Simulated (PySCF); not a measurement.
Computed shifts of a molecule C₂H₈FNSi, PySCF with PBE/pcSseg-1, GIAO, gas phase, atoms alike by connectivity averaged where their shifts nearly agree, in ppm (number of nuclei): ¹³C: 43.6 (1), 18.6 (1). ¹⁵N: 51.1 (1). ²⁹Si: 13.0 (1). ¹⁹F: -253.4 (1). ¹H: 5.41 (1), 5.11 (1), 3.47 (1), 1.64 (1), 1.34 (3), 0.67 (1). References: ¹³C against TMS (σ = 182.0 ppm); ¹⁵N against NH3 (σ = 267.0 ppm); ²⁹Si against TMS (σ = 335.4 ppm); ¹⁹F against CFCl3 (σ = 133.6 ppm); ¹H against TMS (σ = 31.49 ppm), references at their B3LYP-D3(BJ)/def2-TZVP geometries, non-relativistic. The structure is a stationary point at TPSSh-D3(BJ)/def2-SVP. Other conformers were not sampled.

**Question.** Pick the molecule that these values belong to.
A. CN(C)[SiH2]F
B. C[C@@H](N)[SiH2]F
C. NC[SiH2]CF
D. CN[Si@H](C)F

**Answer.** B, C[C@@H](N)[SiH2]F
